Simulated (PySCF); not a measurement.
## Static response to an electric field

Species: [Cu(PH3)2]+ (charge +1 and singlet state).
Geometry (PBE0-D3(BJ)/def2-SVP, Å), atoms numbered from 1 in this order:
```
atom  x, y, z in Å
Cu1    0.004    0.010    0.000
P2    -0.001   -0.013    2.256
H3     0.826   -0.965    2.896
H4    -1.236   -0.267    2.898
H5     0.400    1.170    2.920
P6     0.002    0.016   -2.256
H7     1.214    0.350   -2.907
H8    -0.894    0.900   -2.903
H9    -0.316   -1.200   -2.906
```

Level: wB97X-D/def2-SVPD (PySCF), static field, nuclei fixed, core orbitals frozen in the response. The polarisability tensor in these axes (au):

```
x   56.59  0.00 -0.02
y    0.00 56.59 -0.19
z   -0.02 -0.19 86.77
```

Task: Diagonalise the tensor; give its mean and Δα, where Δα² is half the sum of the squared differences of the eigenvalues.

Result: Principal values 56.59, 56.60 and 86.77 au; mean 66.65 au = 9.88 Å³ = 10.99 × 10⁻⁴⁰ C²·m²/J; Δα = 30.18 au (45 % of the mean).

Task: Traceless (Buckingham) quadrupole moment about the centre of nuclear charge: eigenvalues?

Result: -13.28, -13.28, 26.56 D·Å. The values depend on the origin, since the species is charged. The electronic extent ⟨r²⟩ about the same centre is 822 bohr², a root-mean-square distance of 1.90 Å for the 64 electrons.

Task: Rayleigh depolarisation ratio (linearly polarised light, static tensor)?

Result: ρ = 3Δα²/(45ᾱ² + 4Δα²) = 2731.9/(199907 + 3642.5) = 0.0134.

Task: In TDDFT the mean static polarisability is Σ f/ω² over all singlet excitations (ω in hartree). How much of it do the 15 lowest give? Their energies (eV) and oscillator strengths: 5.77, 0.0515; 5.77, 0.0516; 6.08, 0.0000; 6.08, 0.0000; 6.28, 0.0015; 6.28, 0.0015; 6.29, 0.0000; 6.38, 0.0452; 6.38, 0.0452; 6.64, 0.1604; 6.70, 0.0000; 6.96, 0.0000; 6.96, 0.0000; 7.03, 0.0001; 7.03, 0.0001.

Result: They add up to 6.69 au, 10.0 % of the 66.65 au; the largest single term is 2.69 au, from the state at 6.64 eV. Terms in order: 1.15, 1.15, 0.00, 0.00, 0.03, 0.03, 0.00, 0.82, 0.82, 2.69, 0.00, 0.00, 0.00, 0.00, 0.00 au. Higher excitations give the rest. The strengths listed sum to 0.357.

Geometry: PBE0-D3(BJ)/def2-SVP; no solvent, vibrations or thermal averaging.

These values come from a run that also computed excited states and ΔSCF ions. The run took 1.7 min wall on an x86-64 server with one thread, no GPU, on a shared host.
